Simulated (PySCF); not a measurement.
# Bond lengths and vibrations by method: BFH3OSi cation

All numbers below are calculated, not measured. The program is PySCF 2.14.0, an open-source quantum chemistry code, run on an isolated molecule that a program drew, which may never have been made. The molecule is BFH3OSi cation (charge +1, singlet), drawn as the SMILES string `[BH+]O[SiH2]F`.

The geometry was optimised and harmonic frequencies were computed with HF and MP2, all in the cc-pV(D+d)Z basis, for the commonest isotopes, with a restricted reference for singlets and an unrestricted one otherwise, and a frozen core in MP2. Each result is a local minimum of its method.

Geometry at the HF minimum:
```xyz
7
BFH3OSi cation, angstrom
B    -1.4014   -0.0872    1.8567
O    -0.9369    0.1594    0.7598
Si   -0.0771    0.6779   -0.7280
F     1.0049    1.6453   -0.1059
H    -1.8552   -0.3304    2.9069
H     0.4912   -0.5592   -1.2289
H    -1.1030    1.3811   -1.4744
```

Lengths of the bonds as drawn, in Å (atoms numbered as above):
```
bond,HF,MP2
B1-O2,1.217,1.233
O2-Si3,1.795,1.840
Si3-F4,1.579,1.596
B1-H5,1.170,1.178
Si3-H6,1.451,1.456
Si3-H7,1.450,1.456
```

Rotational constants, in GHz:
| constant | HF | MP2 |
|---|---|---|
| A | 15.81 | 15.88 |
| B | 3.814 | 3.613 |
| C | 3.197 | 3.06 |

Harmonic frequencies in cm^-1, each column in rising order, so a row needn't be the same motion in every method:
| rank | HF | MP2 |
|---|---|---|
| 1 | 108 | 103 |
| 2 | 151 | 140 |
| 3 | 312 | 283 |
| 4 | 534 | 484 |
| 5 | 716 | 672 |
| 6 | 744 | 706 |
| 7 | 844 | 774 |
| 8 | 845 | 775 |
| 9 | 938 | 896 |
| 10 | 967 | 924 |
| 11 | 1034 | 993 |
| 12 | 1840 | ? |
| 13 | 2473 | 2414 |
| 14 | 2507 | 2456 |
| 15 | 3019 | 2938 |

**Estimate the missing MP2 frequency from the HF column.**

A single factor s that minimises the squared misfit of MP2 against s times HF over the other rows is sum(HF x MP2) / sum(HF^2) = 0.9686, with an rms misfit of 23 cm^-1. For rank 12 it gives 0.9686 x 1840 = 1782 cm^-1. The calculation gives 1768 cm^-1, 14 cm^-1 below the estimate. The drawn bonds are on average 1.1 % longer in MP2 than in HF.
